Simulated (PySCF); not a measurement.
PySCF input (MN15/def2-TZVPD):

```python
from pyscf import gto, scf, dft

mol = gto.M(
    atom='''
    B    -0.00000000   -0.00000000   -0.00000000
    H    -0.78294691   -0.83263902   -0.47144604
    H     0.17161806   -0.23031944    1.20252034
    H    -0.47175219    1.13430514   -0.13912829
    H     1.08308104   -0.07134667   -0.59194601
    ''',
    basis='def2-tzvpd',
    charge=-1,
    spin=0,
    verbose=4,
)

mf = dft.RKS(mol, xc='mn15').density_fit(auxbasis='def2-universal-jkfit')
mf.grids.level = 4
mf.conv_tol = 1e-9
mf.max_cycle = 100
mf.max_memory = 1500
mf.kernel()
if not mf.converged:
    mf = mf.newton()
    mf.kernel(mf.make_rdm1())
mf.analyze()
```

End of the output:

```
Extra cycle  E= -27.2255415054768  delta_E= -3.48e-13  |g|= 2.33e-07  |ddm|= 4.35e-06
converged SCF energy = -27.2255415054768
**** SCF Summaries ****
Total Energy =                         -27.225541505476794
Nuclear Repulsion Energy =              10.132965171112222
One-electron Energy =                  -57.614288350245459
Two-electron Energy =                   20.255781673656447
Two-electron Coulomb Energy =           25.916229704948645
DFT Exchange-Correlation Energy =       -5.660448031292197
HOMO-LUMO gap [eV] =                     7.683375560617768
**** MO energy ****
MO #1   energy= -6.39504956903483  occ= 2
MO #2   energy= -0.298472423371575 occ= 2
MO #3   energy= -0.0997927425511637 occ= 2
MO #4   energy= -0.0997927052729221 occ= 2
MO #5   energy= -0.0997926582750493 occ= 2
MO #6   energy= 0.18256618794361   occ= 0
MO #7   energy= 0.293947967118016  occ= 0
MO #8   energy= 0.29394801747696   occ= 0
MO #9   energy= 0.293948042151344  occ= 0
MO #10  energy= 0.302875996359197  occ= 0
MO #11  energy= 0.302876041893708  occ= 0
MO #12  energy= 0.304756886950696  occ= 0
MO #13  energy= 0.304756952428144  occ= 0
MO #14  energy= 0.304757067016803  occ= 0
MO #15  energy= 0.335312593788085  occ= 0
MO #16  energy= 0.458701039914948  occ= 0
MO #17  energy= 0.458701115701701  occ= 0
MO #18  energy= 0.458701171853361  occ= 0
MO #19  energy= 0.478347869219558  occ= 0
MO #20  energy= 0.508651959236574  occ= 0
MO #21  energy= 0.508651991270396  occ= 0
MO #22  energy= 0.508652049766815  occ= 0
MO #23  energy= 0.524685651633849  occ= 0
MO #24  energy= 0.524685654747516  occ= 0
MO #25  energy= 0.580652200882466  occ= 0
MO #26  energy= 0.580652342452324  occ= 0
MO #27  energy= 0.580652481798289  occ= 0
MO #28  energy= 0.625476882562624  occ= 0
MO #29  energy= 0.625476906576176  occ= 0
MO #30  energy= 0.625476992989493  occ= 0
MO #31  energy= 0.658344915651726  occ= 0
MO #32  energy= 0.774363653500447  occ= 0
MO #33  energy= 0.774363671806223  occ= 0
MO #34  energy= 0.774363736250636  occ= 0
MO #35  energy= 0.914530753696758  occ= 0
MO #36  energy= 0.957687870424086  occ= 0
MO #37  energy= 0.957688012310023  occ= 0
MO #38  energy= 1.06966267655062   occ= 0
MO #39  energy= 1.06966275833646   occ= 0
MO #40  energy= 1.06966287190961   occ= 0
MO #41  energy= 1.36529000546945   occ= 0
MO #42  energy= 1.44578585982763   occ= 0
MO #43  energy= 1.44578592332599   occ= 0
MO #44  energy= 1.44578605308054   occ= 0
MO #45  energy= 1.69683829029547   occ= 0
MO #46  energy= 1.69683864730462   occ= 0
MO #47  energy= 1.69683880096238   occ= 0
MO #48  energy= 1.92004839426855   occ= 0
MO #49  energy= 1.92004868832988   occ= 0
MO #50  energy= 1.92004878114955   occ= 0
MO #51  energy= 2.13914956581697   occ= 0
MO #52  energy= 2.13914984212645   occ= 0
MO #53  energy= 2.14164397258391   occ= 0
MO #54  energy= 2.14164413126742   occ= 0
MO #55  energy= 2.14164426819848   occ= 0
MO #56  energy= 2.15857341489013   occ= 0
MO #57  energy= 2.46375118526518   occ= 0
MO #58  energy= 2.46375138950545   occ= 0
MO #59  energy= 2.46375148402891   occ= 0
MO #60  energy= 2.51942285391574   occ= 0
MO #61  energy= 2.51942315605216   occ= 0
MO #62  energy= 2.74256510959702   occ= 0
MO #63  energy= 2.74256536937804   occ= 0
MO #64  energy= 2.74256585071436   occ= 0
MO #65  energy= 3.08745539759546   occ= 0
MO #66  energy= 3.09200699707818   occ= 0
MO #67  energy= 3.09200813372247   occ= 0
MO #68  energy= 3.09200823328367   occ= 0
MO #69  energy= 3.38123966837641   occ= 0
MO #70  energy= 3.38123985860783   occ= 0
MO #71  energy= 3.3812400665802    occ= 0
MO #72  energy= 3.40526113702758   occ= 0
MO #73  energy= 14.4956938400307   occ= 0
 ** Mulliken pop on meta-lowdin orthogonal AOs  **
 ** Mulliken pop  **
pop of  0 B 1s            1.99951
pop of  0 B 2s            0.85084
pop of  0 B 3s            0.00080
pop of  0 B 4s            0.00004
pop of  0 B 5s            0.00029
pop of  0 B 6s            0.00003
pop of  0 B 2px           0.93435
pop of  0 B 2py           0.93435
pop of  0 B 2pz           0.93435
pop of  0 B 3px           0.00000
pop of  0 B 3py           0.00000
pop of  0 B 3pz           0.00000
pop of  0 B 4px           0.00399
pop of  0 B 4py           0.00399
pop of  0 B 4pz           0.00399
pop of  0 B 3dxy          0.00053
pop of  0 B 3dyz          0.00019
pop of  0 B 3dz^2         0.00067
pop of  0 B 3dxz          0.00043
pop of  0 B 3dx2-y2       0.00046
pop of  0 B 4dxy          0.00005
pop of  0 B 4dyz          0.00002
pop of  0 B 4dz^2         0.00006
pop of  0 B 4dxz          0.00004
pop of  0 B 4dx2-y2       0.00004
pop of  0 B 5dxy          0.00045
pop of  0 B 5dyz          0.00016
pop of  0 B 5dz^2         0.00058
pop of  0 B 5dxz          0.00038
pop of  0 B 5dx2-y2       0.00040
pop of  0 B 4f-3          0.00005
pop of  0 B 4f-2          0.00004
pop of  0 B 4f-1          0.00007
pop of  0 B 4f+0          0.00026
pop of  0 B 4f+1          0.00004
pop of  0 B 4f+2          0.00005
pop of  0 B 4f+3          0.00022
pop of  1 H 1s            1.07912
pop of  1 H 2s            0.00066
pop of  1 H 3s            0.00053
pop of  1 H 2px           0.00006
pop of  1 H 2py           0.00006
pop of  1 H 2pz           0.00004
pop of  1 H 3px           0.00065
pop of  1 H 3py           0.00073
pop of  1 H 3pz           0.00024
pop of  2 H 1s            1.07912
pop of  2 H 2s            0.00066
pop of  2 H 3s            0.00053
pop of  2 H 2px           0.00003
pop of  2 H 2py           0.00003
pop of  2 H 2pz           0.00010
pop of  2 H 3px           0.00003
pop of  2 H 3py           0.00006
pop of  2 H 3pz           0.00152
pop of  3 H 1s            1.07912
pop of  3 H 2s            0.00066
pop of  3 H 3s            0.00053
pop of  3 H 2px           0.00004
pop of  3 H 2py           0.00009
pop of  3 H 2pz           0.00003
pop of  3 H 3px           0.00024
pop of  3 H 3py           0.00136
pop of  3 H 3pz           0.00002
pop of  4 H 1s            1.07912
pop of  4 H 2s            0.00066
pop of  4 H 3s            0.00053
pop of  4 H 2px           0.00008
pop of  4 H 2py           0.00003
pop of  4 H 2pz           0.00004
pop of  4 H 3px           0.00124
pop of  4 H 3py           0.00001
pop of  4 H 3pz           0.00037
 ** Mulliken atomic charges  **
charge of    0B =     -0.67169
charge of    1H =     -0.08208
charge of    2H =     -0.08208
charge of    3H =     -0.08208
charge of    4H =     -0.08208

WARN: System has nonzero charge -1; the dipole moment is origin-dependent.
Location of origin: [0. 0. 0.]

Dipole moment(X, Y, Z, Debye):  0.00000, -0.00000, -0.00000
```
